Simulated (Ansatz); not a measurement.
**Predicting a hybrid from its neighbours: SnTe**

SnTe: 2 atoms, total charge 0, spin state singlet. As SMILES, `[Sn][Te]`. The coordinates come from a PBE0-D4/def2-TZVP relaxation.

The vertical ionisation energy (to the doublet cation) y, in eV, basis def2-TZVPPD with a core potential; a is the functional's share of exact exchange. Programs: Ansatz 0.2.0.

| functional | program | a | y (eV) |
| --- | --- | --- | --- |
| r2SCAN | Ansatz | 0 | 8.64 |
| PBE | Ansatz | 0 | 8.62 |
| B3LYP | Ansatz | 0.2 | 8.62 |
| PBE0 | Ansatz | 0.25 | ? |
| BHLYP | Ansatz | 0.5 | 8.39 |

Q: Fit y = c + s·a to the known rows and predict PBE0.

A: 
1. Means of the 4 rows: a = 0.1750, y = 8.567.
2. Σ(Δa)² = 0.1675, Σ(Δa·Δy) = -0.07825, so the slope is -0.07825/0.1675 = -0.46716.
3. Intercept: 8.567 − (-0.46716) × 0.1750 = 8.649. The largest residual of the fit is 0.064.
4. PBE0: 8.649 + (-0.46716) × 0.25 = 8.53 eV.

The run gave 8.56 eV, so the prediction is off by -0.03 eV, within the scatter of the fit. Spin-orbit coupling is left out.
